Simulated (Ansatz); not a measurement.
Born–Oppenheimer molecular dynamics of C₂H₈OS₂Si (14 atoms, charge 0, multiplicity 1). It starts from a relaxed structure.

Computed with RKS BHLYP-D4/STO-3G in Ansatz 0.2.0.

```json
{
 "ensemble": "NVE (velocity Verlet)",
 "time step": "0.5 fs",
 "steps asked": "104",
 "starting velocities drawn for": "500 K",
 "seed": "768500"
}
```

Frames 0.5 fs apart, positions in Å, forces in eV/Å.

Velocities at 30.0 fs (Å/ps):

```
O 0.72 -1.07 -4.07
C 6.43 -1.23 2.98
S 1.59 0.73 -0.59
S -1.49 -0.58 0.26
C -1.72 2.33 1.08
Si -1.93 0.06 -0.38
H -4.84 14.12 13.19
H -10.10 -3.32 22.04
H 3.81 13.89 -0.93
H -8.73 -1.30 -10.99
H -21.88 3.23 1.06
H 3.48 2.24 30.29
H 3.92 -10.74 15.70
H 17.13 -20.56 -32.94
```

```xyz
14
Properties=species:S:1:pos:R:3:forces:R:3 time_fs=30.0 energy_less_start_eV=0.446 T=213
O 1.451 0.052 0.835 0.20 0.06 -0.60
C 0.587 -0.748 -0.042 -1.17 0.97 0.28
S 1.284 -0.665 -1.747 0.17 -0.13 0.05
S 0.513 -2.442 0.632 0.27 -0.73 -0.39
C -0.885 -0.080 -0.017 0.59 -0.32 -0.75
Si -0.750 1.827 -0.037 -0.01 -0.42 -0.41
H 2.072 0.523 0.181 -0.18 -0.20 0.42
H 0.648 -1.718 -2.297 -0.12 0.00 0.32
H -0.023 -2.105 1.816 -0.04 0.29 0.00
H -1.476 -0.564 -0.848 0.62 1.07 0.91
H -1.385 -0.365 0.908 0.03 -0.13 0.17
H -0.135 2.250 -1.272 -0.23 -0.08 0.22
H -2.070 2.405 0.066 0.33 -0.12 -0.01
H 0.093 2.324 1.031 -0.45 -0.26 -0.20
14
Properties=species:S:1:pos:R:3:forces:R:3 time_fs=30.5 energy_less_start_eV=0.448 T=212
O 1.452 0.051 0.833 0.13 0.00 -0.32
C 0.590 -0.749 -0.040 -1.27 1.03 0.17
S 1.285 -0.664 -1.747 0.12 -0.17 0.08
S 0.512 -2.443 0.632 0.27 -0.70 -0.35
C -0.886 -0.079 -0.017 0.43 -0.47 -0.77
Si -0.751 1.827 -0.037 -0.10 -0.66 -0.33
H 2.070 0.529 0.189 -0.09 -0.14 0.24
H 0.643 -1.720 -2.285 -0.11 0.01 0.28
H -0.021 -2.098 1.816 -0.04 0.26 -0.01
H -1.479 -0.564 -0.852 0.74 1.13 1.03
H -1.396 -0.364 0.909 0.16 -0.09 0.02
H -0.133 2.251 -1.256 -0.15 0.01 -0.10
H -2.068 2.400 0.074 0.24 -0.05 0.00
H 0.101 2.313 1.014 -0.34 -0.16 0.05
14
Properties=species:S:1:pos:R:3:forces:R:3 time_fs=31.0 energy_less_start_eV=0.456 T=207
O 1.452 0.051 0.831 0.04 -0.09 -0.01
C 0.593 -0.749 -0.039 -1.35 1.08 0.06
S 1.285 -0.664 -1.748 0.08 -0.21 0.12
S 0.511 -2.443 0.632 0.26 -0.66 -0.30
C -0.887 -0.078 -0.016 0.33 -0.56 -0.68
Si -0.752 1.827 -0.037 -0.21 -0.91 -0.25
H 2.067 0.536 0.196 0.03 -0.05 0.04
H 0.637 -1.721 -2.273 -0.09 0.01 0.23
H -0.019 -2.090 1.815 -0.02 0.22 -0.02
H -1.481 -0.560 -0.854 0.78 1.13 1.06
H -1.406 -0.363 0.910 0.29 -0.05 -0.14
H -0.132 2.252 -1.241 -0.05 0.10 -0.43
H -2.065 2.394 0.082 0.12 0.03 0.00
H 0.108 2.303 0.998 -0.21 -0.05 0.31
14
Properties=species:S:1:pos:R:3:forces:R:3 time_fs=31.5 energy_less_start_eV=0.468 T=199
O 1.452 0.050 0.829 -0.05 -0.18 0.31
C 0.595 -0.749 -0.037 -1.42 1.12 -0.06
S 1.286 -0.664 -1.748 0.03 -0.25 0.15
S 0.511 -2.443 0.632 0.25 -0.61 -0.24
C -0.887 -0.077 -0.016 0.30 -0.57 -0.51
Si -0.753 1.827 -0.037 -0.31 -1.16 -0.17
H 2.064 0.542 0.204 0.14 0.04 -0.17
H 0.632 -1.723 -2.261 -0.07 0.02 0.19
H -0.018 -2.082 1.815 -0.01 0.18 -0.04
H -1.481 -0.554 -0.854 0.76 1.06 0.98
H -1.416 -0.362 0.910 0.42 -0.01 -0.27
H -0.131 2.253 -1.227 0.03 0.18 -0.74
H -2.062 2.388 0.090 0.00 0.11 0.01
H 0.115 2.291 0.982 -0.08 0.06 0.56
14
Properties=species:S:1:pos:R:3:forces:R:3 time_fs=32.0 energy_less_start_eV=0.485 T=189
O 1.453 0.049 0.827 -0.13 -0.26 0.60
C 0.598 -0.749 -0.035 -1.47 1.16 -0.19
S 1.287 -0.663 -1.748 -0.03 -0.30 0.19
S 0.510 -2.444 0.632 0.23 -0.55 -0.18
C -0.888 -0.076 -0.016 0.35 -0.51 -0.27
Si -0.754 1.827 -0.038 -0.38 -1.38 -0.11
H 2.062 0.549 0.211 0.24 0.12 -0.35
H 0.626 -1.725 -2.248 -0.05 0.02 0.14
H -0.016 -2.073 1.814 0.00 0.14 -0.06
H -1.479 -0.545 -0.851 0.66 0.93 0.80
H -1.425 -0.361 0.910 0.52 0.02 -0.37
H -0.130 2.255 -1.214 0.11 0.26 -1.02
H -2.058 2.383 0.098 -0.12 0.19 0.02
H 0.121 2.280 0.967 0.05 0.16 0.80
14
Properties=species:S:1:pos:R:3:forces:R:3 time_fs=32.5 energy_less_start_eV=0.502 T=178
O 1.453 0.049 0.825 -0.16 -0.31 0.85
C 0.600 -0.749 -0.034 -1.51 1.19 -0.31
S 1.288 -0.663 -1.748 -0.08 -0.34 0.23
S 0.509 -2.444 0.632 0.21 -0.48 -0.13
C -0.888 -0.076 -0.016 0.47 -0.38 0.03
Si -0.755 1.826 -0.038 -0.42 -1.56 -0.06
H 2.060 0.555 0.218 0.30 0.17 -0.48
H 0.620 -1.726 -2.234 -0.03 0.03 0.09
H -0.014 -2.064 1.813 0.02 0.09 -0.08
H -1.476 -0.535 -0.846 0.50 0.75 0.53
H -1.432 -0.359 0.909 0.60 0.04 -0.44
H -0.129 2.257 -1.205 0.16 0.32 -1.23
H -2.055 2.378 0.105 -0.23 0.26 0.02
H 0.128 2.270 0.955 0.16 0.24 0.99
14
Properties=species:S:1:pos:R:3:forces:R:3 time_fs=33.0 energy_less_start_eV=0.518 T=167
O 1.454 0.048 0.823 -0.14 -0.32 1.04
C 0.601 -0.748 -0.033 -1.54 1.20 -0.44
S 1.289 -0.663 -1.749 -0.14 -0.38 0.27
S 0.509 -2.445 0.632 0.19 -0.40 -0.07
C -0.889 -0.075 -0.016 0.68 -0.19 0.35
Si -0.756 1.826 -0.038 -0.40 -1.69 -0.04
H 2.059 0.563 0.223 0.31 0.18 -0.56
H 0.614 -1.728 -2.221 -0.01 0.03 0.04
H -0.013 -2.054 1.812 0.03 0.04 -0.10
H -1.471 -0.522 -0.840 0.28 0.52 0.18
H -1.438 -0.358 0.907 0.65 0.04 -0.45
H -0.127 2.260 -1.198 0.17 0.35 -1.36
H -2.053 2.374 0.113 -0.32 0.32 0.03
H 0.135 2.260 0.944 0.23 0.30 1.13
14
Properties=species:S:1:pos:R:3:forces:R:3 time_fs=33.5 energy_less_start_eV=0.531 T=158
O 1.454 0.047 0.821 -0.06 -0.27 1.17
C 0.603 -0.747 -0.031 -1.56 1.20 -0.57
S 1.289 -0.662 -1.749 -0.20 -0.43 0.31
S 0.508 -2.446 0.632 0.18 -0.32 -0.02
C -0.889 -0.074 -0.016 0.94 0.04 0.68
Si -0.757 1.825 -0.038 -0.31 -1.73 -0.04
H 2.058 0.570 0.227 0.25 0.14 -0.58
H 0.608 -1.729 -2.207 0.01 0.04 -0.02
H -0.011 -2.045 1.811 0.05 -0.01 -0.12
H -1.466 -0.508 -0.833 0.03 0.26 -0.23
H -1.443 -0.357 0.904 0.66 0.03 -0.42
H -0.125 2.264 -1.194 0.14 0.35 -1.40
H -2.051 2.371 0.121 -0.38 0.37 0.04
H 0.143 2.251 0.937 0.26 0.34 1.20
14
Properties=species:S:1:pos:R:3:forces:R:3 time_fs=34.0 energy_less_start_eV=0.542 T=152
O 1.454 0.047 0.820 0.07 -0.18 1.23
C 0.604 -0.746 -0.030 -1.57 1.18 -0.70
S 1.290 -0.662 -1.749 -0.26 -0.48 0.35
S 0.507 -2.446 0.632 0.16 -0.23 0.02
C -0.889 -0.074 -0.016 1.24 0.30 0.97
Si -0.758 1.825 -0.039 -0.16 -1.69 -0.06
H 2.059 0.578 0.230 0.15 0.05 -0.54
H 0.602 -1.730 -2.193 0.03 0.05 -0.07
H -0.009 -2.035 1.810 0.06 -0.06 -0.13
H -1.461 -0.494 -0.827 -0.24 0.00 -0.64
H -1.446 -0.355 0.899 0.64 0.01 -0.34
H -0.122 2.269 -1.193 0.07 0.32 -1.35
H -2.050 2.368 0.130 -0.42 0.40 0.04
H 0.151 2.242 0.932 0.23 0.34 1.20
14
Properties=species:S:1:pos:R:3:forces:R:3 time_fs=34.5 energy_less_start_eV=0.549 T=147
O 1.455 0.046 0.818 0.25 -0.05 1.25
C 0.605 -0.745 -0.029 -1.57 1.16 -0.82
S 1.291 -0.662 -1.749 -0.32 -0.52 0.38
S 0.507 -2.447 0.633 0.15 -0.14 0.05
C -0.889 -0.073 -0.015 1.53 0.54 1.18
Si -0.759 1.823 -0.039 0.05 -1.58 -0.09
H 2.059 0.586 0.231 0.01 -0.06 -0.45
H 0.596 -1.731 -2.180 0.06 0.06 -0.12
H -0.007 -2.026 1.808 0.06 -0.11 -0.13
H -1.456 -0.479 -0.823 -0.48 -0.24 -1.02
H -1.448 -0.354 0.894 0.58 -0.03 -0.21
H -0.120 2.275 -1.196 -0.04 0.25 -1.20
H -2.051 2.367 0.138 -0.41 0.40 0.04
H 0.160 2.235 0.930 0.15 0.33 1.14
14
Properties=species:S:1:pos:R:3:forces:R:3 time_fs=35.0 energy_less_start_eV=0.553 T=145
O 1.455 0.045 0.817 0.44 0.10 1.24
C 0.605 -0.743 -0.028 -1.56 1.11 -0.93
S 1.292 -0.662 -1.749 -0.38 -0.56 0.42
S 0.506 -2.447 0.633 0.13 -0.05 0.07
C -0.889 -0.072 -0.015 1.78 0.73 1.25
Si -0.761 1.823 -0.039 0.29 -1.39 -0.11
H 2.060 0.594 0.232 -0.15 -0.20 -0.34
H 0.590 -1.732 -2.167 0.08 0.07 -0.17
H -0.004 -2.017 1.806 0.06 -0.15 -0.11
H -1.452 -0.465 -0.821 -0.65 -0.43 -1.30
H -1.448 -0.353 0.889 0.49 -0.08 -0.05
H -0.117 2.281 -1.202 -0.17 0.16 -0.99
H -2.052 2.366 0.146 -0.37 0.39 0.03
H 0.169 2.228 0.931 0.02 0.30 1.01
14
Properties=species:S:1:pos:R:3:forces:R:3 time_fs=35.5 energy_less_start_eV=0.552 T=145
O 1.455 0.044 0.816 0.63 0.26 1.21
C 0.605 -0.742 -0.027 -1.53 1.06 -1.03
S 1.292 -0.662 -1.750 -0.44 -0.61 0.45
S 0.506 -2.448 0.633 0.13 0.04 0.07
C -0.888 -0.071 -0.014 1.93 0.86 1.15
Si -0.762 1.821 -0.040 0.55 -1.14 -0.13
H 2.060 0.601 0.231 -0.30 -0.33 -0.23
H 0.584 -1.733 -2.154 0.10 0.07 -0.22
H -0.002 -2.008 1.803 0.06 -0.19 -0.09
H -1.450 -0.452 -0.822 -0.73 -0.54 -1.42
H -1.447 -0.352 0.883 0.37 -0.14 0.13
H -0.115 2.287 -1.210 -0.32 0.06 -0.73
H -2.054 2.366 0.154 -0.30 0.36 0.01
H 0.178 2.221 0.934 -0.14 0.25 0.83
```

Of the whole run (52 fs, mean temperature of the second half 167 K): The conserved energy stayed within 0.19 meV per atom of its start (net change 0.12 meV per atom), so the integration is sound. A run of 0.052 ps of so small a system gives no equilibrium averages. Limits of this set-up: minimal basis.

Time of the run: 9.7 min on 1 thread of Intel(R) Xeon(R) Platinum 8175M CPU @ 2.50GHz (Skylake/Cascade Lake), with other jobs on the host, peak memory 0.24 GiB.
